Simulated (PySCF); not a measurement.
(3S)-3-sulfanylbutan-2-one (C4H8OS), SMILES CC([C@@H](S)C)=O.

Geometry: B3LYP-D3(BJ)/def2-SVP. One conformer was computed; it need not be the lowest.

Two levels are set side by side: PBE/def2-TZVP (PySCF) and ωB97X/def2-TZVP (PySCF). Same geometry, gas phase. Differences are taken from unrounded values.

```json
[
 {"quantity": "orbital gap (eV)", "ωB97X": "10.81"},
 {"quantity": "highest occupied level (eV)", "ωB97X": "-9.36"},
 {"quantity": "lowest empty level (eV)", "ωB97X": "1.45"},
 {"quantity": "dipole moment (D)", "ωB97X": "3.44"},
 {"quantity": "mean polarisability (bohr³)", "ωB97X": "68.7"}
]
```

Problem. What does PBE give, and how far is it from ωB97X? (Estimate from the structure and the level; the computed values follow.)

Solution. 
```
quantity                       PBE  PBE minus ωB97X
---------------------------  -----  ---------------
orbital gap (eV)              3.59            -7.22
highest occupied level (eV)  -5.54             3.82
lowest empty level (eV)      -1.95            -3.40
dipole moment (D)             3.23            -0.21
mean polarisability (bohr³)   72.6              3.9
```

PBE's occupied levels lie high since its potential decays too fast outside the molecule; exact exchange lowers them and widens the gap. Loosely held outer electrons make PBE densities more polarisable. Differences between two approximate levels are no errors against the true value.

Rough cost on one machine, each run with all the roots and properties that it gave: ωB97X against PBE within a factor of 2.
